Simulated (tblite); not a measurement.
A tight-binding relaxation on `BCc1co[se]cc[se]1`.

Computed with GFN2-xTB geometry optimisation, gas phase (tblite 0.8.0). Start geometry: from a force field or distance geometry. The input is one job of a driver script: a line of settings, then coordinates in Å.

Command:
```bash
OMP_NUM_THREADS=1 python probes_run.py task.json out
```

Input:
```
{"job": {"kind": "relax", "xc": "GFN2-xTB", "basis": "xTB"}, "charge": 0, "multiplicity": 1}
B     -2.657400     0.076500    -0.692700
C     -1.882300    -1.033500     0.140100
C     -0.574200    -0.406800     0.477700
C     -0.474200     0.334600     1.646900
O      0.284000     1.323100     1.962500
Se     1.623900     2.005800     0.763100
C      3.023300     0.813500     0.002900
C      2.710500    -0.418700    -0.528300
Se     0.777300    -0.716200    -0.847400
H     -2.858000     1.097400    -0.081400
H     -2.256200     0.258800    -1.799300
H     -1.641100    -1.903700    -0.516900
H     -2.452700    -1.362200     1.029900
H     -1.150300    -0.030700     2.430500
H      4.040000     1.098300    -0.001000
H      3.479600    -1.127200    -0.730500
```

Problem. Give the output.

Solution. 
```
step      E/eV     max force
  0    -701.27424    3.898
  1    -701.66931    2.717
  2    -701.90657    1.534
  3    -702.30042    1.242
  4    -702.53298    1.725
  5    -702.63667    0.896
  6    -702.74649    0.976
  7    -702.84743    1.181
  8    -702.93069    0.971
  9    -702.99579    0.831
... (70 lines left out)
 80    -703.18752    0.042
 81    -703.18779    0.033
 82    -703.18796    0.034
 83    -703.18807    0.025
 84    -703.18815    0.023
 85    -703.18821    0.021
 86    -703.18827    0.016
 87    -703.18830    0.011
 88    -703.18832    0.010
 89    -703.18834    0.010
```

«max force» is the largest atomic force in eV/Å.

Problem. From which step on does the largest force stay under 0.1 eV/Å, and how much energy is left to gain from there?

Solution. From step 38 (0.093 eV/Å), 19.6 meV above the end.

Main results: energy lowered by 44.1 kcal/mol over 89 steps; largest atomic force 0.010 eV/Å at the end.

Problem. Give the final coordinates.

Solution. 0.433 Å rms from the input after alignment:
```
atom  x, y, z in Å
B1    -2.1818    0.2043   -0.6187
C2    -1.9187   -1.1512    0.1284
C3    -0.5789   -0.6071    0.5378
C4    -0.4522    0.2941    1.5324
O5     0.6971    0.7808    1.9872
Se6    1.6922    2.0776    1.0483
C7     2.7522    0.9060    0.0332
C8     2.4087   -0.2625   -0.5109
Se9    0.8580   -1.3289   -0.4926
H10   -2.8023    1.0456   -0.0980
H11   -1.7190    0.3798   -1.6790
H12   -1.7960   -2.0455   -0.4818
H13   -2.5390   -1.3777    0.9912
H14   -1.3407    0.6189    2.0708
H15    3.7514    1.2904   -0.1265
H16    3.1614   -0.8157   -1.0658
```

Time: 0.8 s. Hardware: an Arm Neoverse V1 with one thread, no GPU, on a shared host.
Labels such as C1 count atoms from 1, the log's own numbers from 0.
